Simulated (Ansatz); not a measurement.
Abridged output of a molecular run in Ansatz:

```
Functional definition: HF
999 factors; integrals over basis functions are off by at most 1.3e-3 eV
mean field evaluation 1: about -25443.7933 eV, gradient 2.9e1 eV
mean field evaluation 2: about -25443.9043 eV, gradient 2.9e1 eV
mean field evaluation 4: about -25446.3076 eV, gradient 4.0e0 eV
mean field evaluation 8: about -25446.3635 eV, gradient 2.2e-1 eV
mean field -25446.36373213 eV, -935.1366189910 hartree, gradient 8.4e-7 eV, S^2 0.000000; 0 other end points of the search recorded, 0 dependent functions left out
13 core orbitals not correlated: weight in the atoms' cores, before any rotation towards them, 1.000 or more for the frozen orbitals, at most 0.000 for the correlated occupied ones
reference -25446.36373213 eV, -935.1366189910 hartree; 15, 15 occupied and 75, 75 virtual orbitals, 999 factors
second order -18.27476135 eV of doubles, -0.00000000 eV of singles
cycle   1  -19.15780693 eV  change   -8.8e-1 eV  update   1.0e-1
cycle   2  -19.65410014 eV  change   -5.0e-1 eV  update   3.0e-2
cycle   3  -19.76957188 eV  change   -1.2e-1 eV  update   1.6e-2
cycle   4  -19.76609525 eV  change    3.5e-3 eV  update   3.8e-3
cycle   5  -19.76442298 eV  change    1.7e-3 eV  update   1.5e-3
cycle   6  -19.76430273 eV  change    1.2e-4 eV  update   4.6e-4
cycle   7  -19.76405264 eV  change    2.5e-4 eV  update   1.3e-4
cycle   8  -19.76404813 eV  change    4.5e-6 eV  update   4.4e-5
cycle   9  -19.76406225 eV  change   -1.4e-5 eV  update   1.6e-5
perturbative correction -0.58070621 eV, -0.0213405595 hartree
Total energy: -25466.70850059 eV, -935.8842754415 hartree
```

Its atoms:

```xyz
10

C    -1.1635   -1.1367    0.0752
O    -0.1997   -0.3258    0.7205
B     0.5736    0.5459    0.0391
S     1.7850    1.5528    0.9386
S     0.4116    0.7190   -1.7680
H    -1.6398   -1.7506    0.8385
H    -1.9227   -0.5227   -0.4172
H    -0.6924   -1.7876   -0.6667
H     1.4891    1.0472    2.1477
H     1.3587    1.6585   -1.9078
```

Problem. Which basis set was used?
A. cc-pV(Q+d)Z
B. cc-pV(T+d)Z
C. def2-SVP
D. def2-TZVPP

Solution. C. It gives 103 functions.

Problem. Write the keys of the input that set method, charge and spin (a neutral closed shell needs none for the last two).

Solution. 
```yaml
correlation: {method: ccsd_t}
```
